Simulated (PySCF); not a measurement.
# Reading the logs of faulty runs: BH4OSi

All numbers below are calculated, not measured. The program is PySCF 2.14.0, an open-source quantum chemistry code, run on an isolated molecule that a program drew, which may never have been made. The molecule is BH4OSi (charge 0, doublet), drawn as the SMILES string `B[SiH]O`.

Each row is a Hartree-Fock (HF) and frozen-core CCSD(T) single point in the cc-pV(D+d)Z basis, meant for a local HF minimum. Run 1 is clean. Each other run has one planted mistake out of seven kinds, and not every kind appears here: one electron removed, one electron added, multiplicity raised by two, geometry at a saddle point, minimal basis STO-3G, one bond length entered in bohr, all coordinates scaled. The reference is restricted for singlets and unrestricted otherwise, and also for a bond in bohr. Adding or removing an electron swaps singlet and doublet. Electrons count all cores. HOMO and LUMO are orbital energies over both spins, the gradient is its largest component, and the lowest frequency (negative if imaginary) is given only where the gradient is small. Bond lengths are over the 6 bonds as drawn. T1 is the CCSD diagnostic: over 0.02 (restricted) or 0.045 (unrestricted) a single reference is doubtful.

Geometry of the clean run:
```xyz
7
BH4OSi, angstrom
B     0.3149   -0.5774   -0.5020
Si   -1.2590   -0.7090   -1.5740
O    -1.3609   -1.3076   -3.0969
H     0.2068   -0.1103    0.5971
H     1.3794   -0.9490   -0.9126
H    -2.6253   -0.3020   -1.2173
H    -0.5721   -1.6266   -3.5117
```

| run | electrons | basis functions | <S^2> | HOMO (eV) | LUMO (eV) | gradient (hartree/bohr) | lowest frequency (cm^-1) | mean bond (Å) | longest bond (Å) | T1 | HF (hartree) | CCSD(T) (hartree) | mistake |
|---|---|---|---|---|---|---|---|---|---|---|---|---|---|
| 1 | 31 | 71 | 0.759 | -7.87 | 0.96 | 2.2e-05 | 229 | 1.3939 | 1.909 | 0.0168 | -390.79426 | -391.20066 | no fault |
| 2 | 31 | 71 | 0.758 | -7.95 | 1.08 | 5.1e-02 | - | 1.3270 | 1.817 | 0.0147 | -390.77813 | -391.17883 | all coordinates scaled |
| 3 | 31 | 71 | 1.077 | -8.06 | 1.39 | 2.4e-02 | - | 1.6770 | 3.607 | 0.0614 | -390.69529 | -391.08753 | ? |
| 4 | 31 | 71 | 3.766 | -5.13 | -2.38 | 1.0e-01 | - | 1.3939 | 1.909 | 0.0232 | -390.58029 | -390.98112 | ? |

**Which mistake was planted in run 3, and what did it cost?**

The mean bond changes by a factor of 1.203 and the longest by 1.889, so the molecule wasn't scaled as a whole. A length L in bohr read as angstrom grows by (1/0.5292 - 1) L = 0.890 L. The 6 bonds together grew by 6 x 0.2831 = 1.699 Å, which gives L = 1.909 Å. That is bond B1-Si2, 1.909 Å in the clean geometry. So the mistake is: one bond length entered in bohr. Subtracting run 1 and multiplying by 627.51 kcal/mol a hartree, the energy moved by 62.1 kcal/mol in HF and 71.0 kcal/mol in CCSD(T).

**Which mistake was planted in run 4, and what did it cost?**

Electrons, basis and geometry are unchanged, and <S^2> is 3.766, beside S(S+1) = 3.75 for a multiplicity of 4. So the mistake is: multiplicity raised by two. Subtracting run 1 and multiplying by 627.51 kcal/mol a hartree, the energy moved by 134.3 kcal/mol in HF and 137.8 kcal/mol in CCSD(T).

Cautions from the logs. Run 3: T1 is over the limit, so its CCSD(T) energy is less reliable.
